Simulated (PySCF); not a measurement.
Vertical excitations of a molecule C₃H₁₀O₂Si from TDA-B3LYP/def2-SVPD (PySCF), as energy in eV (oscillator strength): 6.91 (0.002), 7.25 (0.008), 7.61 (0.031), 7.71 (0.016), 7.88 (0.008), 8.05 (0.011). Lowest triplet (TDA): 6.79 eV. Geometry optimised at PBE0-D3(BJ)/def2-SVP. The values are those of a single conformer.

Task: Which structure fits?
A. COCOC[SiH3]
B. OCCOC[SiH3]
C. CCO[Si@@H](C)O
D. CO[C@H](C)O[SiH3]

Result: C, CCO[Si@@H](C)O
